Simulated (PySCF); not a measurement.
**Bonding in `CO[SiH2]P[SiH3]`**

Compound: CH₉OPSi₂.
Numbering: `[CH3:1][O:2][SiH2:3][PH:4][SiH3:5]` (hydrogens: H6, H7, H8 on C1; H9, H10 on Si3; H11 on P4; H12, H13, H14 on Si5)

Cartesian coordinates in Å at the PBE0-D3(BJ)/def2-SVP level; atoms count from 1:
```xyz
14
CH9OPSi2 angstrom
C      2.994    0.372    0.215
O      1.853   -0.188   -0.375
Si     0.306    0.123    0.149
P     -1.087   -1.101   -1.122
Si    -2.947   -0.146   -0.251
H      3.886   -0.030   -0.288
H      3.070    0.126    1.291
H      3.015    1.473    0.115
H      0.187   -0.197    1.608
H     -0.048    1.567   -0.045
H     -1.108   -2.217   -0.229
H     -4.079   -1.106   -0.405
H     -3.232    1.094   -1.032
H     -2.816    0.222    1.195
```

Bond orders from the PBE0/pcSseg-1 density (PySCF). Geometry: PBE0-D3(BJ)/def2-SVP, one conformer, isolated molecule.

Problem. Where do the orders between heavy atoms depart from those drawn in the SMILES?

Solution. The largest departure is 0.100, at C1–O2 (drawn single, 0.900).

Problem. Set the Mayer orders of the bonds beside their lengths.

Solution. 
```
   bond  drawn as  length (Å)  Mayer order
  C1–O2    single       1.401        0.900
 O2–Si3    single       1.663        0.960
 Si3–P4    single       2.248        0.937
 P4–Si5    single       2.265        0.935
  C1–H6    single       1.100        0.969
  C1–H7    single       1.106        0.961
  C1–H8    single       1.106        0.961
 Si3–H9    single       1.499        0.884
Si3–H10    single       1.499        0.888
 P4–H11    single       1.430        0.908
Si5–H12    single       1.493        0.938
Si5–H13    single       1.492        0.932
Si5–H14    single       1.498        0.897
```

Problem. Sum the orders of all bonds at each heavy atom with more than one neighbour and set the sums beside the valence in the SMILES.

Solution. C1 3.791 (drawn 4), O2 1.860 (drawn 2), Si3 3.669 (drawn 4), P4 2.780 (drawn 3), Si5 3.702 (drawn 4). Orders between atoms that aren't bonded are not in these sums.

The Mayer order sums products of elements of PS (density times overlap matrix) between the two atoms' basis functions, so it depends on the basis set.
